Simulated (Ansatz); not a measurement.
Molecule: CH₄BO₂, net charge 0, doublet state. It need not be the lowest isomer of its formula. 
Structure (B3LYP-D3(BJ)/def2-TZVP (Ansatz, an electronic-structure program) minimum search):
```
O
B 1 1.3392
O 2 1.3546 1 121.01
H 3 0.9606 2 113.48 1 180.00
C 1 1.4242 2 123.67 3 -180.00
H 5 1.0900 1 108.60 2 -120.71
H 5 1.0900 6 109.15 1 118.24
H 5 1.0910 6 109.58 7 120.01
```
Charge 0, spin multiplicity 2.

Parts of the frozen-core correlation energy in STO-3G (Ansatz, hartree). Frozen orbitals: 4; correlated occupied orbitals by spin: 12 and 11; virtual: 8 and 9. UHF or UKS for open shells. No spin-orbit coupling. No relativistic terms.

```tsv
term	value
reference (HF)	-211.80539
MP2 opposite-spin	-0.13233
MP2 same-spin	[?]
CCSD correlation	[?]
(T)	[?]
T1 diagnostic	0.016
largest doubles amplitude	0.052
<S^2> of the reference	0.753
```

Q: Complete the blanks.

A: 
- MP2 same-spin, value: -0.02695
- CCSD correlation, value: -0.19860
- (T), value: -0.00620
